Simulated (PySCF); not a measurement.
## Electron correlation in P+ (phosphorus, charge +1)

[Ne] 3s2 3p2, high-spin 3P determinant. All numbers are calculated (PySCF 2.14, the non-relativistic Hamiltonian (point nucleus), in pcseg-2 (5s4p2d1f, 34 functions)). Frozen: [Ne]; 4 electrons correlated.

MP2 pair energies summed by pair of shells (mhartree):

```
 pair  energy  share (%)
3s-3p  -36.66       62.0
3s-3s  -16.60       28.1
3p-3p   -5.91       10.0
```

Total MP2 correlation energy: -59.18 mhartree.

Same-spin part -9.61 and opposite-spin part -49.57 mhartree; SCS-MP2 scales them by 1/3 and 6/5 to -62.69 mhartree.

```csv
level,correlation energy (mhartree)
CCSD,-78.58
(T),-1.95
CCSD(T),-80.53
```

Diagnostics: T1 = 0.0093, D1 = 0.0215, largest double amplitude 0.103.

Cost of the coupled-cluster step: 0.41 s of wall time on 1 thread of Neoverse-N1 (shared host), for 4 correlated electrons.
